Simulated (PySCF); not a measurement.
**C₆ coefficients of unlike pairs at UHF**

Calculated with PySCF 2.14 from the dipole response of each species, C₆(A,B) = (3/π) ∫ α_A(iu) α_B(iu) du, in atomic units, from isotropic polarisabilities. For ions this is the dispersion term alone; charge-induced terms of lower order in 1/R come first.

| species | configuration | basis | relativity | α (bohr³) | C₆ (like pair) |
| --- | --- | --- | --- | --- | --- |
| Ti | [Ar] 3d2 4s2 (3F) | aug-cc-pVTZ (8s7p5d3f2g) | none | 164.3 | 1792 |
| Si³⁺ | [Ne] 3s1 (2S) | dyall-acv3z (19s12p6d4f) | none | 7.938 | 15.77 |
| Rb | [Kr] 5s1 (2S) | def2-QZVPPD with the def2 core potential (28 electrons) (7s5p4d3f) | core potential | 477.2 | 8398 |
| Tl⁻ | [Xe] 4f14 5d10 6s2 6p2 (3P) | aug-cc-pVTZ-PP with one added diffuse shell each of d, f type with ECP60MDF (6s5p5d3f) | core potential | 637.5 | 15410 |

(1) Estimate C₆ for Si³⁺ with Ti.

No spin-orbit coupling is included, so Tl⁻, close to jj coupling, stand for model states.

The other pairs:

```csv
pair,C₆
"Tl⁻, Si³⁺",368.9
"Rb, Ti",3586
"Tl⁻, Rb",11340
"Tl⁻, Ti",4979
"Rb, Si³⁺",256.1
```

## Answers

(1) The integral gives 151.1. The combination rule 2 C_A C_B / (C_A α_B/α_A + C_B α_A/α_B) gives 136.8 and the geometric mean 168.1.
